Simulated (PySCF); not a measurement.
All of these have the formula C7H10NP. Computed with TDDFT wB97X-D/def2-SVPD, vertical, gas phase, core orbitals frozen in the response in PySCF 2.14.0, density-fitted response routines. Geometries: PBE0-D3(BJ)/def2-SVP; one conformer of each isolated species. Triplets are in the Tamm–Dancoff approximation.

A. `CC(C)c1ncccp1`
B. `CC#CP(C)CCC#N`
C. `c1(P(C)C)ncccc1`

Lowest singlet levels (six at most, fewer where fewer were computed) with oscillator strengths:

1. 236 nm (f 0.022); 211 nm (f 0.073); 192 nm (f 0.015); 187 nm (f 0.034); 180 nm (f 0.232); 180 nm (f 0.069); T1 4.76 eV
2. 317 nm (f 0.004); 287 nm (f 0.001); 262 nm (f 0.075); 238 nm (f 0.107); 223 nm (f 0.007); 205 nm (f 0.007); T1 3.23 eV
3. 258 nm (f 0.058); 247 nm (f 0.029); 241 nm (f 0.094); 229 nm (f 0.050); 205 nm (f 0.005); 190 nm (f 0.043); T1 4.04 eV

Question: Which spectrum belongs to which structure?

Answer: 1 = B, 2 = A, 3 = C.
- A: S1 at 3.91 eV, HOMO→LUMO (98%); Löwdin shares by element: HOMO nitrogen 42%, phosphorus 23%, carbon 17% or more (atoms not listed hold the other 18%); LUMO carbon 38% or more, phosphorus 31%, nitrogen 10% (atoms not listed hold the other 21%); HOMO -8.87 and LUMO -0.10 eV; point group Cs.
- B: S1 at 5.26 eV, HOMO→LUMO (82%); Löwdin shares by element: HOMO phosphorus 43%, carbon 40% or more (atoms not listed hold the other 17%); LUMO carbon 42% or more, phosphorus 20% (atoms not listed hold the other 39%); HOMO -8.54 and LUMO 1.50 eV.
- C: S1 at 4.80 eV, HOMO→LUMO (54%), HOMO-1→LUMO (36%); Löwdin shares by element: HOMO phosphorus 51%, carbon 25% or more (atoms not listed hold the other 25%); LUMO carbon 50% or more, nitrogen 21% (atoms not listed hold the other 29%); HOMO -8.10 and LUMO 0.82 eV.
